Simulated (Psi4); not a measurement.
Interaction energy of C2H6O ··· CHN (SMILES COC and C#N), singlet. Monomers: optimised at B3LYP-D3(BJ) (def2-TZVP), held rigid. Orientation: lowest of the rigid-body minima from ten starts at GFN2-xTB. R is the distance of the centres of mass, along which the second monomer moves.

Computed with: PBE/def2-TZVP, counterpoise-corrected (Psi4); PBE-D3(BJ)/def2-TZVP, counterpoise-corrected (Psi4); SAPT0/jun-cc-pVDZ, frozen core (Psi4).

Interaction energies in kcal/mol; the last columns give the difference from SAPT0:

```json
[
 {"R / Å": "3.68", "PBE/def2-TZVP": "0.09", "PBE-D3(BJ)/def2-TZVP": "-1.14", "SAPT0/jun-cc-pVDZ": "-2.75", "PBE/def2-TZVP − SAPT0/jun-cc-pVDZ": "2.84", "PBE-D3(BJ)/def2-TZVP − SAPT0/jun-cc-pVDZ": "1.61"},
 {"R / Å": "3.88", "PBE/def2-TZVP": "-3.75", "PBE-D3(BJ)/def2-TZVP": "-4.82", "SAPT0/jun-cc-pVDZ": "-6.07", "PBE/def2-TZVP − SAPT0/jun-cc-pVDZ": "2.32", "PBE-D3(BJ)/def2-TZVP − SAPT0/jun-cc-pVDZ": "1.25"},
 {"R / Å": "4.03", "PBE/def2-TZVP": "-4.74", "PBE-D3(BJ)/def2-TZVP": "-5.69", "SAPT0/jun-cc-pVDZ": "-6.80", "PBE/def2-TZVP − SAPT0/jun-cc-pVDZ": "2.06", "PBE-D3(BJ)/def2-TZVP − SAPT0/jun-cc-pVDZ": "1.11"},
 {"R / Å": "4.25", "PBE/def2-TZVP": "-4.85", "PBE-D3(BJ)/def2-TZVP": "-5.64", "SAPT0/jun-cc-pVDZ": "-6.59", "PBE/def2-TZVP − SAPT0/jun-cc-pVDZ": "1.74", "PBE-D3(BJ)/def2-TZVP − SAPT0/jun-cc-pVDZ": "0.95"},
 {"R / Å": "4.42", "PBE/def2-TZVP": "-4.48", "PBE-D3(BJ)/def2-TZVP": "-5.16", "SAPT0/jun-cc-pVDZ": "-5.98", "PBE/def2-TZVP − SAPT0/jun-cc-pVDZ": "1.51", "PBE-D3(BJ)/def2-TZVP − SAPT0/jun-cc-pVDZ": "0.83"},
 {"R / Å": "4.67", "PBE/def2-TZVP": "-3.72", "PBE-D3(BJ)/def2-TZVP": "-4.26", "SAPT0/jun-cc-pVDZ": "-4.93", "PBE/def2-TZVP − SAPT0/jun-cc-pVDZ": "1.21", "PBE-D3(BJ)/def2-TZVP − SAPT0/jun-cc-pVDZ": "0.67"},
 {"R / Å": "4.93", "PBE/def2-TZVP": "-2.97", "PBE-D3(BJ)/def2-TZVP": "-3.38", "SAPT0/jun-cc-pVDZ": "-3.94", "PBE/def2-TZVP − SAPT0/jun-cc-pVDZ": "0.97", "PBE-D3(BJ)/def2-TZVP − SAPT0/jun-cc-pVDZ": "0.56"},
 {"R / Å": "5.23", "PBE/def2-TZVP": "-2.26", "PBE-D3(BJ)/def2-TZVP": "-2.56", "SAPT0/jun-cc-pVDZ": "-3.04", "PBE/def2-TZVP − SAPT0/jun-cc-pVDZ": "0.78", "PBE-D3(BJ)/def2-TZVP − SAPT0/jun-cc-pVDZ": "0.48"},
 {"R / Å": "5.75", "PBE/def2-TZVP": "-1.44", "PBE-D3(BJ)/def2-TZVP": "-1.61", "SAPT0/jun-cc-pVDZ": "-2.00", "PBE/def2-TZVP − SAPT0/jun-cc-pVDZ": "0.57", "PBE-D3(BJ)/def2-TZVP − SAPT0/jun-cc-pVDZ": "0.40"},
 {"R / Å": "6.42", "PBE/def2-TZVP": "-0.86", "PBE-D3(BJ)/def2-TZVP": "-0.94", "SAPT0/jun-cc-pVDZ": "-1.25", "PBE/def2-TZVP − SAPT0/jun-cc-pVDZ": "0.40", "PBE-D3(BJ)/def2-TZVP − SAPT0/jun-cc-pVDZ": "0.32"},
 {"R / Å": "7.45", "PBE/def2-TZVP": "-0.45", "PBE-D3(BJ)/def2-TZVP": "-0.48", "SAPT0/jun-cc-pVDZ": "-0.69", "PBE/def2-TZVP − SAPT0/jun-cc-pVDZ": "0.24", "PBE-D3(BJ)/def2-TZVP − SAPT0/jun-cc-pVDZ": "0.21"},
 {"R / Å": "8.72", "PBE/def2-TZVP": "-0.25", "PBE-D3(BJ)/def2-TZVP": "-0.26", "SAPT0/jun-cc-pVDZ": "-0.38", "PBE/def2-TZVP − SAPT0/jun-cc-pVDZ": "0.13", "PBE-D3(BJ)/def2-TZVP − SAPT0/jun-cc-pVDZ": "0.12"}
]
```

PBE/def2-TZVP is furthest from SAPT0/jun-cc-pVDZ at 3.68 (2.84 kcal/mol, above); its mean absolute difference over the points is 1.23 kcal/mol.

PBE-D3(BJ)/def2-TZVP is furthest from SAPT0/jun-cc-pVDZ at 3.68 (1.61 kcal/mol, above); its mean absolute difference over the points is 0.71 kcal/mol.
